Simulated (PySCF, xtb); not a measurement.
C4H8BN, SMILES C#CCB(C)N.

GFN2-xTB run with xtb 6.7.1 at its own geometry gives an orbital gap of 5.35 eV and a dipole moment of 2.12 D.

Geometry: PBE-D3(BJ)/def2-SVP. The structure was generated by enumeration, and PubChem lists no compound with its InChIKey, so it may never have been made. The values are those of a single conformer.

What does PBE0/def2-TZVP run with PySCF give? (Estimate from the structure and the level; the computed values follow.)

gap 7.72 eV (levels -7.12 and 0.60 eV), dipole 2.19 D.
